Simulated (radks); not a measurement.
Results of a calculation; reference values are marked as such.
Excited configurations of the sulfur ion S3+: one electron is placed in a higher orbital outside [Ne] 3s2. The ground configuration is [Ne] 3s2 3p1. Level of theory: scalar-relativistic Kohn-Sham, r2SCAN, spin-polarised, spherical densities, finite nucleus; open shells are filled with parallel spins first; meta-GGA in the generalised Kohn-Sham scheme; Fermi nuclear charge, rms radius 3.2611 fm (a radial shooting solver on a logarithmic mesh with Libxc functionals). Excitation = E - E(ground); binding = E(ion) - E, where the ion is the core of charge +4; n* = 4/sqrt(2 binding) in atomic units, and the quantum defect is n - n*.

outer orbital  excitation (eV)  binding (eV)     n*  quantum defect  eigenvalue (eV)  <r> (bohr)
4s                      22.339        24.708  2.968           1.032          -22.423       3.379
4p                      26.110        20.937  3.225           0.775          -18.863       3.751
4f                      33.405        13.643  3.995           0.005          -11.620       4.361
5s                      33.283        13.764  3.977           1.023          -12.517       5.988
5d                      37.166         9.881  4.694           0.306           -8.802       7.586
5f                      38.155         8.893  4.948           0.052           -7.823       7.638
6p                      39.079         7.968  5.227           0.773           -7.232       10.12
7p                      41.419         5.629  6.219           0.781           -5.117       14.44

The Delta-SCF ionisation energy is 47.047 eV (NIST Atomic Spectra Database: 47.22 eV, semi-empirical). Self-interaction in the functional shifts the binding energies and quantum defects, so they are the method's values and not measured ones. Open shells are spherical and high-spin; term and fine-structure splittings are not resolved.
